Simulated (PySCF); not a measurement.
Electronic structure of C (carbon, neutral) at the B3LYP level

Configuration: [He] 2s2 2p2, high-spin 3P determinant. All numbers are calculated (PySCF 2.14, no relativity, point nucleus, in def2-TZVP).

```
Total energy                                                  : -37.8595 hartree
One-electron energy                                           : -50.4803 hartree
Hartree (Coulomb) energy                                      : 17.8564 hartree
Exchange-correlation energy                                   : -5.2356 hartree
Kinetic energy                                                : 37.71590 hartree
⟨S²⟩                                                          : 2.0037
⟨L²⟩                                                          : 2.006
Sum of ⟨r⟩                                                    : 7.154 bohr
Sum of ⟨r²⟩                                                   : 13.94 bohr²
Traceless quadrupole moment −½Σ⟨3z² − r²⟩ along its main axis : 1.47 e·bohr²
Density at the nucleus (Gaussians lack the cusp)              : 124 bohr⁻³
Spin density at the nucleus                                   : 0.0238 bohr⁻³
Langevin diamagnetic susceptibility                           : -11.0 ×10⁻⁶ cm³/mol
Time after the integrals                                      : 0.23 s of wall time on 1 thread of Neoverse-N1 (shared host)
```

| shell | electrons | mean orbital energy (eV) | rms radius, mean of both spins (bohr) |
| --- | --- | --- | --- |
| 1s α | 1 | -280.45 | 0.314 |
| 1s β | 1 | -279.66 | 0.314 |
| 2s α | 1 | -16.031 | 1.75 |
| 2s β | 1 | -13.054 | 1.75 |
| 2p α | 2 | -7.307 | 1.95 |
